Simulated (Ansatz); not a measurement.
Cartesian coordinates in Å:
```
C -0.093 -0.722 -0.655
O -0.325 0.661 -0.763
Al 0.108 1.048 0.859
S 0.483 -1.060 1.098
H 0.693 -1.049 -1.338
H -1.008 -1.293 -0.827
H 0.142 2.416 1.625
```

Total charge 0; spin multiplicity 1.

(1) List the r2SCAN/def2-TZVPP orbital energies in eV (the Gaussian-basis code of Ansatz). (Estimate.)

Answers

(1) The calculation gave: Occupied: -2408.74, -1517.66, -515.68, -275.44, -213.18, -157.26, -157.14, -157.08, -111.16, -71.47, -71.33, -71.25, -26.62, -19.22, -16.09, -12.04, -11.50, -11.04, -9.83, -7.86, -7.29, -7.17, -6.34. Lowest empty: -1.29, -0.85, -0.36, 0.46, 1.92, 2.88, 3.26, 3.49.
